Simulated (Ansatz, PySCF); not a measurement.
Noncovalent pair: HCl (SMILES Cl) (first 2 atoms) with CH2O2 (SMILES O=CO); geometry from B3LYP-D3(BJ)/def2-TZVP, rigid monomers moved along the line of their centres of mass till H2···O3 is 2.54 Å.
(charge 0, multiplicity 1):
| atom | x (Å) | y (Å) | z (Å) |
|---|---|---|---|
| Cl | -0.2707 | 0.3275 | -0.0981 |
| H | 0.5869 | 0.0579 | 0.8584 |
| O | 1.2033 | -0.2835 | 3.3025 |
| C | 0.3128 | -0.1547 | 4.1086 |
| O | -0.9511 | 0.1465 | 3.8360 |
| H | 0.4552 | -0.2764 | 5.1880 |
| H | -1.0681 | 0.2533 | 2.8703 |

Monomers are frozen at their geometry in the pair; levels with a basis set take the counterpoise correction. Rows marked so take none.

Rows in STO-3G carry no dispersion term and start afresh at each structure.

Run with Ansatz (Gaussian basis) for Hartree–Fock, density functionals and correlated methods; PySCF for STO-3G rows, the dispersion terms. Each number belongs to the level named beside it.

One of these levels gives -17.0 kJ/mol for the interaction energy. Which?
A) PBE-D4/def2-TZVPPD
B) HF/aug-cc-pV(D+d)Z
C) HF/STO-3G (no counterpoise)
D) PBE/def2-TZVPPD

D, PBE/def2-TZVPPD. The others give -8.3 (HF/STO-3G (no counterpoise)), -13.8 (HF/aug-cc-pV(D+d)Z), -19.8 (PBE-D4/def2-TZVPPD)

Ansatz is a program for electronic structure.
